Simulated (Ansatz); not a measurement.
C5H7 (SMILES [CH]1CC12CC2), doublet, at a GFN2-xTB geometry. Base run: Ansatz (a program for electronic structure) with HF/STO-3G.

Geometry (Å):
```xyz
12

C     -0.0059     0.0626     0.0492
C      0.0528     0.7415     1.2978
C     -0.0414    -0.7357     1.3217
C      0.7168     0.0191    -1.2587
C     -0.7871     0.0670    -1.2200
H      0.7199     1.4439     1.7454
H     -0.9830    -1.1909     1.6053
H      0.8195    -1.3299     1.6149
H      1.1926    -0.9105    -1.5369
H      1.2530     0.9011    -1.5773
H     -1.3358    -0.8261    -1.4813
H     -1.2771     0.9853    -1.5101
```
Charge 0, spin multiplicity 2.
Orbitals are unrestricted.
All else is at Ansatz's defaults.
Base energy -190.95149 Eh.

Each row names what was changed in the base input (with any setting that the change needs).

```tsv
change	ΔE vs base (kcal/mol)
base	0.000
point_charge = charge:0.5 position_ang:2.1258, 3.3154, -3.8283	0.052
fitting.mean_field = cc-pVTZ-JKFIT	-0.047
fitting.mean_field = def2-universal-JKFIT	-0.400
lower_state_search = light	0.000
point_charge = charge:1.0 position_ang:5.2314, -0.1328, 1.5922	-0.039
nuclear_model = gaussian	0.007
lower_state_search = off	0.000
point_charge = charge:-1.0 position_ang:-0.8973, -5.3088, 1.1557	-0.562
forces = on	0.000
lower_state_search = full	0.000
```
